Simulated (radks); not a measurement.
Values are calculated unless marked as measured or tabulated.
Question: The silicon ion Si7+, 7 electrons, occupied as 1s1 2s2 2p3 3d1 (not the ground configuration). Code: a radial shooting solver on a logarithmic mesh with Libxc functionals. Model: scalar-relativistic Kohn-Sham, SCAN, spin-unpolarised, spherical densities, finite nucleus; meta-GGA in the generalised Kohn-Sham scheme; Fermi nuclear charge, rms radius 3.1224 fm. Some entries of the table are withheld. Estimate them.

orbital,occ.,eigenvalue (hartree),<r^2> (bohr^2),r(max) (bohr)
1s,1,-79.75031,0.01581,0.07154
2s,2,-12.95045,0.2823,0.4109
2p,3,-11.64328,(1),0.3330
3d,1,-3.37178,1.725,(2)

Answer: 
(1) 2p <r^2> (bohr^2): 0.2279
(2) 3d r(max) (bohr): 1.031
